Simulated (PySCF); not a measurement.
**C₆ coefficients of unlike pairs at UHF**

Calculated with PySCF 2.14 from the dipole response of each species, C₆(A,B) = (3/π) ∫ α_A(iu) α_B(iu) du, in atomic units, from isotropic polarisabilities. For ions this is the dispersion term alone; charge-induced terms of lower order in 1/R come first.

| species | configuration | basis | relativity | α (bohr³) | C₆ (like pair) |
| --- | --- | --- | --- | --- | --- |
| Se⁺ | [Ar] 3d10 4s2 4p3 (4S) | aug-cc-pwCVDZ-PP with ECP10MDF (6s5p4d1f) | core potential | 14.25 | 88.59 |
| N | [He] 2s2 2p3 (4S) | aug-cc-pVDZ (4s3p2d) | none | 6.807 | 22.18 |
| In⁺ | [Kr] 4d10 5s2 (1S) | aug-cc-pwCVDZ-PP with ECP28MDF (6s5p4d1f) | core potential | 29.46 | 202.5 |
| Zr | [Kr] 4d2 5s2 (3F) | aug-cc-pwCVDZ-PP with ECP28MDF (6s6p5d3f) | core potential | 193.8 | 2518 |

(1) Estimate C₆ for Zr with N.

No spin-orbit coupling is included.

The other pairs:

```json
{"pair": "N, Se⁺", "C₆": "44.17"}
{"pair": "In⁺, Se⁺", "C₆": "129.6"}
{"pair": "Zr, Se⁺", "C₆": "378.7"}
{"pair": "Zr, In⁺", "C₆": "651.9"}
{"pair": "In⁺, N", "C₆": "63.93"}
```

## Answers

(1) The integral gives 183.6. The combination rule 2 C_A C_B / (C_A α_B/α_A + C_B α_A/α_B) gives 155.2 and the geometric mean 236.3.
